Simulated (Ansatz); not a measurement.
Correlation energies of H9NO2Si3, SMILES `N[Si](O)([SiH3])O[SiH3]` by basis set

```xyz
15

N    -0.767    1.557   -0.529
Si   -0.351   -0.106   -0.453
O    -1.737   -0.973   -0.588
Si    1.067   -0.948   -2.107
O     0.411   -0.305    0.980
Si    0.299    0.075    2.569
H    -1.323    1.902   -1.295
H    -0.103    2.253   -0.226
H    -2.490   -0.668   -0.076
H     2.373   -0.233   -2.049
H     0.481   -0.719   -3.457
H     1.322   -2.404   -1.941
H     1.225   -0.801    3.325
H     0.680    1.496    2.785
H    -1.090   -0.128    3.061
```

The species carries charge 0 and has multiplicity 1. The structure was optimised at the PBE0-D4/def2-TZVP level. It is one conformer, not always the lowest. Frozen core, restricted reference, Ansatz. CBS rows extrapolate triple and quadruple zeta; past MP2 they add the triple-zeta difference.

| basis | HF (Eh) | MP2 corr. |
| --- | --- | --- |
| def2-TZVPP | -1076.53308 | -1.05793 |
| def2-QZVPP | -1076.57168 | -1.14091 |

Task: Estimate the CCSD correlation energy and the (T) correction in each basis where they were run (hartree).

Result: 
| basis | CCSD corr. | (T) |
| --- | --- | --- |
| def2-TZVPP | -1.11801 | -0.03969 |
| CBS(def2) | -1.26247 | as TZ |
